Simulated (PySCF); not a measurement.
H₂OSSi, neutral, multiplicity 1. Atoms are numbered in the order given.

```xyz
5

Si     0.7037    -0.6372     0.0000
O     -0.6247    -1.6202     0.0000
H     -1.5295    -1.2886     0.0000
S     -0.2638     1.3231     0.0000
H      0.8962     2.0009     0.0000
```
Charge 0, spin multiplicity 1.

Coordinates come from a B3LYP-D3(BJ)/def2-TZVP optimisation. The values are those of a single conformer.

Method: PySCF with ωB97X/def2-TZVPD.

Gas-phase values at a fixed geometry.

```
Item                                                                                                            Value
---------------------------------------------------------------------------------------------  ----------------------
total energy                                                                                       -764.18503 hartree
point group                                                                                                        Cs
highest occupied level                                                                                       -9.29 eV
lowest empty level                                                                                            0.23 eV
orbital gap                                                                                                   9.51 eV
dipole moment                                                                                                  0.60 D
quadrupole, principal values (traceless, Buckingham form, about the centre of nuclear charge)  -6.25, -0.24, 6.49 D·Å
mean static polarisability                                                                       58.0 bohr³ (8.60 Å³)
polarisability, principal values                                                               47.7, 53.2, 73.3 bohr³
```
